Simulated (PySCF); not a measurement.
C₄H₁₂Ge (SMILES [CH3][Ge]([CH3])([CH3])[CH3]), singlet, geometry from GFN2-xTB; PySCF with B3LYP5/STO-3G.

Input for PySCF:
```python
from pyscf import gto, scf, dft

mol = gto.Mole()
mol.atom = '''
    C    -0.23947062   -1.06595218   -1.65989926
    Ge    0.00000000    0.00000000   -0.00000000
    C    -0.06719706    1.93648478   -0.44088209
    C    -1.45232338   -0.43786460    1.28370447
    C     1.75899106   -0.43266800    0.81707688
    H    -1.19574845   -0.84621800   -2.12542525
    H    -0.20636169   -2.12977053   -1.44389199
    H     0.54406792   -0.84340260   -2.37823336
    H     0.06161749    2.54065356    0.45234337
    H    -1.02110312    2.19755474   -0.88962537
    H     0.71871324    2.20037014   -1.14243348
    H    -2.42529904   -0.20948328    0.85870428
    H    -1.43591229   -1.49303582    1.54023754
    H    -1.34257843    0.13361553    2.20067303
    H     1.81961363   -1.48776767    1.06718570
    H     2.57004324   -0.20139974    0.13284433
    H     1.91294749    0.13888367    1.72762118
'''
mol.basis = 'sto-3g'
mol.verbose = 4
mol.build()

mf = dft.RKS(mol)
mf.xc = 'b3lyp5'
mf.kernel()
```

Q: Predict the main parts of the log of this PySCF run.

A: 
```
PySCF version 2.14.0

[INPUT] verbose = 4
[INPUT] num. atoms = 17
[INPUT] num. electrons = 68
[INPUT] charge = 0
[INPUT] spin (= nelec alpha-beta = 2S) = 0
[INPUT] symmetry False subgroup None
[INPUT] Mole.unit = angstrom
[INPUT] Symbol           X                Y                Z      unit          X                Y                Z       unit  Magmom
[...]
nuclear repulsion = 395.501390849737
number of shells = 32
number of NR pGTOs = 150
number of NR cGTOs = 50
basis = sto-3g
ecp = {}

******** <class 'pyscf.dft.rks.RKS'> ********
method = RKS
initial guess = minao
damping factor = 0
level_shift factor = 0
DIIS = <class 'pyscf.scf.diis.CDIIS'>
diis_start_cycle = 1
diis_space = 8
diis_damp = 0
SCF conv_tol = 1e-09
SCF conv_tol_grad = None
SCF max_cycles = 50
direct_scf = True
direct_scf_tol = 1e-13
XC library pyscf.dft.libxc version 7.1.2
    S. Lehtola, C. Steigemann, M. J. T. Oliveira, and M. A. L. Marques,  SoftwareX 7, 1–5 (2018)
XC functionals = b3lyp5
    P. A. M. Dirac,  Math. Proc. Cambridge Philos. Soc. 26, 376 (1930)
    F. Bloch,  Z. Phys. 57, 545 (1929)
    A. D. Becke,  Phys. Rev. A 38, 3098 (1988)
    C. Lee, W. Yang, and R. G. Parr,  Phys. Rev. B 37, 785 (1988)
    B. Miehlich, A. Savin, H. Stoll, and H. Preuss,  Chem. Phys. Lett. 157, 200 (1989)
    S. H. Vosko, L. Wilk, and M. Nusair,  Can. J. Phys. 58, 1200 (1980)
radial grids:
    Treutler-Ahlrichs [JCP 102, 346 (1995); DOI:10.1063/1.469408] (M4) radial grids

becke partition: Becke, JCP 88, 2547 (1988); DOI:10.1063/1.454033
pruning grids: <function nwchem_prune>
grids dens level: 3
symmetrized grids: False
atomic radii adjust function: <function treutler_atomic_radii_adjust>
small_rho_cutoff = 0
Set gradient conv threshold to 3.16228e-05
Initial guess from minao.
tot grids = 194808
init E= -2208.12709799886
[...]
cycle= 1 E= -2210.48313112399  delta_E= -2.36  |g|= 0.59  |ddm|= 4.57
[...]
cycle= 2 E= -2210.5584603603  delta_E= -0.0753  |g|= 0.404  |ddm|= 1.72
[...]
cycle= 3 E= -2210.6179360242  delta_E= -0.0595  |g|= 0.0227  |ddm|= 0.728
[...]
cycle= 4 E= -2210.61806629391  delta_E= -0.00013  |g|= 0.0094  |ddm|= 0.0498
[...]
cycle= 5 E= -2210.61809162169  delta_E= -2.53e-05  |g|= 0.00245  |ddm|= 0.0162
[...]
cycle= 6 E= -2210.61809394307  delta_E= -2.32e-06  |g|= 6.75e-05  |ddm|= 0.00417
[...]
cycle= 7 E= -2210.61809394449  delta_E= -1.42e-09  |g|= 9.07e-07  |ddm|= 0.000115
[...]
cycle= 8 E= -2210.6180939445  delta_E= -8.19e-12  |g|= 4.59e-08  |ddm|= 1.28e-06
[...]
Extra cycle  E= -2210.6180939445  delta_E= -9.09e-13  |g|= 3.19e-08  |ddm|= 1.31e-07
converged SCF energy = -2210.6180939445
```
